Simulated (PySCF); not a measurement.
A structure optimised at B3LYP-D3(BJ)/def2-SVPD, used in a PySCF frequency run:

```
Pb
Cl 1 2.6431
Cl 1 2.6431 2 101.38
Cl 1 2.6431 2 101.38 3 104.23
```
Charge -1, spin multiplicity 1.

**Question.** Write its SMILES, formula and point group.

**Answer.** [Cl][Pb-]([Cl])[Cl], Cl₃Pb, C3v

**Question.** What are its rotational constants (standard atomic weights)?

**Answer.** 1.2775, 1.2775, 0.85216 GHz
